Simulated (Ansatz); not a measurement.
Total energies of C2H6FNOW, SMILES `C[N]=[W]([CH3])(=[O])[F]`.

Z-matrix (Å, degrees):
```
C
W 1 3.088
N 1 1.419 2 13.6
H 1 1.095 2 116.8 3 -61.1
H 1 1.095 2 116.3 3 67.9
H 1 1.096 2 98.1 3 -176.4
O 2 1.704 1 97.9 3 176.8
C 2 2.113 1 107.1 3 68.2
F 2 1.877 1 117.9 3 -59.2
H 8 1.094 2 109.5 1 -73.0
H 8 1.095 2 109.4 1 167.0
H 8 1.091 2 111.7 1 46.9
```

Charge 0, multiplicity 1. Correlated methods include outer-core shells of W, which these sets cover unevenly. W: def2 effective core potential. Geometry: relaxed with PBE0-D4/def2-TZVP. Basis def2-TZVPP, the Gaussian-basis code of Ansatz.

RPA on PBE orbitals: Hartree–Fock energy of these orbitals -374.50723 Eh, correlation -2.31629 Eh (frozen core).

```tsv
functional	kind	energy without D4 (Eh)	D4 term (kJ/mol)
PBE	GGA	-376.73559	-25.9
revPBE	GGA	-377.01449	-71.7
BLYP	GGA	-376.95532	-55.3
r2SCAN	meta-GGA	-376.91606	-6.5
PBE0	global hybrid, 25 % exact exchange	-376.67187	-22.1
HSE06 (plane-wave form)	screened hybrid	-376.65669	-20.8
BHLYP	global hybrid, 50 %	-376.70641	-34.1
LC-ωPBE	long-range corrected hybrid	-376.84419	–
ωB97X-V	range-separated hybrid GGA with VV10	-376.87828	–
PBE-QIDH	double hybrid	-376.53481	–
```

Problem. Give the same for LDA (SPW92), B97M-V, B3LYP, r2SCANh, r2SCAN0, CAM-B3LYP, ωB97M-V, B2PLYP. (An estimate is asked.)

Solution. The calculation gave: 
```
 functional                                       kind  energy without D4 (Eh)  D4 term (kJ/mol)
LDA (SPW92)                                        LDA              -374.57022                 –
     B97M-V                         meta-GGA with VV10              -376.96053                 –
      B3LYP                        global hybrid, 20 %              -377.05377             -41.6
    r2SCANh                      meta-GGA hybrid, 10 %              -376.86600              -7.0
    r2SCAN0                      meta-GGA hybrid, 25 %              -376.79316              -7.7
  CAM-B3LYP                     range-separated hybrid              -376.85057             -22.6
    ωB97M-V  range-separated hybrid meta-GGA with VV10              -376.81000                 –
     B2PLYP                              double hybrid              -376.70071                 –
```

B3LYP takes the VWN-RPA correlation (the form of Gaussian; ORCA's B3LYP/G). HSE06 is the plane-wave form, built on full-range PBE exchange. The double hybrids freeze the cores in their second-order part.

LC-ωPBE has ω = 0.4 bohr⁻¹.
